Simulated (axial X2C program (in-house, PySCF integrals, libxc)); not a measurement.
# Ω levels of HPrH⁺ from open-shell CI on f1 s0 d(πδ)1

Calculated with an axial X2C code built on PySCF integrals: two-component X2C with atomic mean-field Coulomb and Gaunt terms, basis H dyall-v3z, Pr dyall-v3z (cores contracted in-house). Orbitals come from Hartree–Fock averaged over the configuration Pr f1 s0 d(πδ)1; CI then distributes these electrons over the f, s, d(πδ) shells of Pr.

H–Pr–H held linear, both bonds 1.956 Å (near the minimum of the configuration average).

Lowest levels of this model:

```tsv
Ω	energy (cm⁻¹)	g∥	configuration
2	0	2.33	100% f2
3	605	6.17	100% f2
1	2101	0.16	100% f2
4	2247	9.92	100% f2
2	3215	3.80	100% f2
3	4232	7.70	100% f2
4	4672	6.08	100% f2
4	5242	6.49	100% f1 d(πδ)1
3	6097	5.80	100% f2
5	6318	10.05	100% f2
0	6480	0.00	100% f1 d(πδ)1
0	6585	0.00	100% f2
3	7031	4.16	100% f1 d(πδ)1
4	7359	7.79	100% f1 d(πδ)1
5	7402	10.16	100% f1 d(πδ)1
1	7652	2.41	100% f1 d(πδ)1
6	7946	14.00	100% f2
1	8102	2.74	100% f2
0	8458	0.00	100% f1 d(πδ)1
0	8586	0.00	100% f2
1	8721	3.36	100% f1 d(πδ)1
4	8896	7.91	100% f1 d(πδ)1
0	9256	0.00	100% f1 d(πδ)1
6	9491	14.00	100% f1 d(πδ)1
2	9512	5.84	100% f2
3	9837	4.40	100% f2
2	10075	5.64	100% f1 d(πδ)1
0	10107	0.00	100% f2
0	10254	0.00	100% f1 d(πδ)1
4	10484	8.02	100% f2
```

g∥ is the magnitude of 2⟨Lz + ge Sz⟩ for the +Ω component.

Q: From Ω and g∥ of the lowest level, whose 2⟨Lz + ge Sz⟩ is positive, find ⟨Sz⟩ and ⟨Lz⟩ (ge = 2.0023).

A: Ω = ⟨Lz⟩ + ⟨Sz⟩ = 2 and ⟨Lz⟩ + ge⟨Sz⟩ = 1.165, so ⟨Sz⟩ = -0.83 and ⟨Lz⟩ = 2.83.

Occupations of the active spinors in the lowest level by ω, shell by shell in order of energy: -7/2: 0.00; -5/2: 0.00 0.00 0.00; -3/2: 0.00 0.00 0.00 0.00; -1/2: 0.90 0.00 0.00 0.00; 1/2: 0.08 0.02 0.00 0.00; 3/2: 0.09 0.00 0.00 0.00; 5/2: 0.90 0.01 0.00; 7/2: 0.00. The leading determinant has weight 0.89 among 32.

This point took 1.3 s on 1 thread of Arm Neoverse V2 (shared host).

Dynamic correlation is missing, so gaps between terms are too wide and other configurations may lie lower; the lowest level listed is that of this model, not necessarily the ground state. The lowest levels belong to f2, not to the averaged configuration, so orbitals and distance suit them less well. At most 6 roots were kept for each Ω > 0 (twice that for Ω = 0) within 2.2 eV of the lowest, so higher up levels can be missing between those listed; levels with Ω > 0 are doubly degenerate and listed once, Ω = 0 levels singly. Some active spinors are only partly of the character that their shell is named for, so the shell names and counts are nominal. States that fill the shells left empty in the average are placed too high. The molecule was held linear; bending was not examined.
